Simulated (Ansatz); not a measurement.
Two structures of BSiH4OF3, singlet, reached by relaxing down either side of one saddle point (PBE0-D4/def2-TZVP). Energies are electronic, without zero-point energy. Computed with Ansatz 0.2.0 (basis: def2-TZVPP and def2-QZVPP); correlated methods freeze the cores. Extrapolation: Hartree–Fock as exp(−7.88 √X), correlation as X^−2.97. First:

B1  (0.423, -1.462, 0.112)
F2  (1.730, -1.571, -0.221)
F3  (-0.386, -2.411, -0.392)
F4  (0.169, -1.088, 1.398)
H5  (0.381, 0.062, -1.545)
O6  (-0.050, -0.042, -0.691)
Si7  (-0.479, 1.354, 0.193)
H8  (0.630, 1.745, 1.084)
H9  (-0.697, 2.379, -0.855)
H10  (-1.721, 1.034, 0.915)
(Å)

Second:

| atom | x (Å) | y (Å) | z (Å) |
| --- | --- | --- | --- |
| B1 | -0.2467 | -1.3853 | 0.6789 |
| F2 | 1.5454 | -0.5090 | -2.3075 |
| F3 | 0.1633 | -2.5710 | 0.2889 |
| F4 | -0.9674 | -1.2919 | 1.7838 |
| H5 | 1.0460 | -0.5364 | -1.5211 |
| O6 | 0.0688 | -0.2889 | -0.0447 |
| Si7 | -0.3280 | 1.3250 | 0.2325 |
| H8 | 0.2425 | 1.7330 | 1.5357 |
| H9 | 0.2787 | 2.0717 | -0.8861 |
| H10 | -1.8024 | 1.4530 | 0.2397 |

Which bonds change from the first to the second?

BF₃ ([F][B]([F])[F]) + SiH₄O ([OH][SiH3]) → BSiH₃OF₂ ([F][B]([F])[O][SiH3]) + HF; bonds formed: F2–H5; dative contacts that become bonds: B1–O6; bonds broken: B1–F2, H5–O6.

Give the saddle point's structure and its height above each. (An estimate is asked for; the value comes from the calculation.)

The calculation gives: 25.88 kcal/mol above the first and 21.24 kcal/mol above the second (CCSD(T) at an estimated basis limit (MP2 extrapolated from triple and quadruple zeta, plus CCSD(T) − MP2 in triple zeta)).
```
10
angstrom
B 0.2114 -1.3521 0.1032
F 1.5835 -1.3668 -0.7770
F -0.5604 -2.3523 -0.3081
F 0.5328 -1.2986 1.3995
H 1.0459 -0.4068 -0.9983
O -0.0608 -0.0328 -0.5324
Si -0.5791 1.4083 0.1504
H 0.4782 1.9557 1.0312
H -0.8385 2.3238 -0.9819
H -1.8128 1.1215 0.9135
```

The T1 diagnostic stays at or below 0.012.

The step is the kind of ligand exchange by which a precursor binds to a hydroxyl group, or is hydrolysed, in atomic layer deposition of oxides.

Labels in which every atom is bracketed show which atoms are joined, not bond orders.

For scale, one of the runs: CCSD(T)/def2-TZVPP, 253 basis functions, launched by `ansatz run in.yaml --threads 8 --pin off --events-out ev --progress --plain --max-ram 19148MiB`. The run took 39 s on 8 CPU threads of an AMD EPYC 9R45 (shared host), with 6.1 GiB of host memory at its peak.
